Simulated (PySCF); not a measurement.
## Si2HCl6(+)

Si2HCl6(+) is a small molecule (built as: Si site whose three back bonds go to Cl, Cl, Cl), charge +1, singlet. The structure, one conformer, was relaxed in the gas phase by PBE0-D3(BJ)/def2-SVP. No frequency run checks that it is a minimum.

SMILES: Cl[Si](Cl)(Cl)[H][Si](Cl)(Cl)Cl (charge +1)

Coordinates in Å:
```
Si1    -1.321    0.874    0.276
Cl2    -0.518    2.640    0.743
Cl3    -2.147   -0.153    1.773
Cl4    -2.227    0.746   -1.497
H5      0.019   -0.008   -0.003
Si6     1.357   -0.894   -0.285
Cl7     1.002   -1.537   -2.139
Cl8     2.772    0.497   -0.078
Cl9     1.221   -2.251    1.170
```

Shieldings: GIAO PBE0/pcSseg-1. Shifts are against computed references at the same level: H TMS (σ 31.27 ppm), Si TMS (σ 352.0 ppm). Core levels by delta-SCF with SCAN, pcX-2 on the ionised atom and pcseg-1 elsewhere, spin-free X2C (2p3/2 is the spin-free 2p value less a third of a first-order spin-orbit splitting); from the vacuum level, for chosen atoms.

Task: Give the NMR and core-level values of the distinct atoms.

Result: 
```tsv
atoms	bonded to	σ (ppm)	δ (ppm)	core level (eV)
Si1 Si6	3 Cl + 1 H	319.5	32.5	2p3/2 114.66
Cl2 Cl3 Cl4 Cl7 Cl8 Cl9	1 Si	726.9	-	2p3/2 211.39
H5	2 Si	24.60	6.67	-
```

Values are those of this one static structure; atoms that internal rotation interchanges would show their mean in an NMR spectrum.

Task: By CAM-B3LYP/def2-SVPD (TDDFT singlets, Tamm-Dancoff triplets, ionisation by delta-SCF), where does absorption start, and what does vertical ionisation take?

Result: The first singlet with intensity lies at 6.13 eV (f 0.007); what lies below it is dark. The lowest singlet lies at 5.73 eV (f 0.000), the strongest of the first 6 at 6.36 eV (f 0.547), the lowest triplet at 5.28 eV; vertical ionisation takes 16.18 eV.

The 3 runs behind this took 5.2 min in all, one thread each of Arm Neoverse V1 on a shared host, launched as `OMP_NUM_THREADS=1 python cluster_run.py task.json out`.
